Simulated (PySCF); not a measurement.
**Radial density of Ag²²⁺ (silver, charge +22)**

B3LYP, [Ar] 3d7, high-spin 4F determinant. Calculation: PySCF 2.14, in an even-tempered Gaussian basis (19 s from 2.2 bohr⁻², ratio 2.5; 13 p from 2.9 bohr⁻², ratio 2.5; 8 d from 2.9 bohr⁻², ratio 2.5; 4 f from 14 bohr⁻², ratio 2.7; 3 g from 21 bohr⁻², ratio 2.7); the spin-free X2C one-electron Hamiltonian (Gaussian nucleus).

```json
{"r (bohr)": "0.0244", "4πr²ρ (e/bohr)": "59.71", "4πr²(ρα − ρβ)": "0.0005"}
{"r (bohr)": "0.0411", "4πr²ρ (e/bohr)": "51.31", "4πr²(ρα − ρβ)": "0.0371"}
{"r (bohr)": "0.0691", "4πr²ρ (e/bohr)": "65.07", "4πr²(ρα − ρβ)": "0.4146"}
{"r (bohr)": "0.116", "4πr²ρ (e/bohr)": "69.72", "4πr²(ρα − ρβ)": "2.6656"}
{"r (bohr)": "0.195", "4πr²ρ (e/bohr)": "44.09", "4πr²(ρα − ρβ)": "8.2534"}
{"r (bohr)": "0.329", "4πr²ρ (e/bohr)": "48.93", "4πr²(ρα − ρβ)": "8.6713"}
{"r (bohr)": "0.553", "4πr²ρ (e/bohr)": "10.70", "4πr²(ρα − ρβ)": "1.7043"}
{"r (bohr)": "0.930", "4πr²ρ (e/bohr)": "0.09877", "4πr²(ρα − ρβ)": "0.0200"}
{"r (bohr)": "1.56", "4πr²ρ (e/bohr)": "3.273e-05", "4πr²(ρα − ρβ)": "0.0000"}
```

Densities and radii are taken from the X2C orbitals without a picture-change correction, which distorts them close to the nucleus.

Spin-orbit coupling, absent here, splits the open shell strongly.
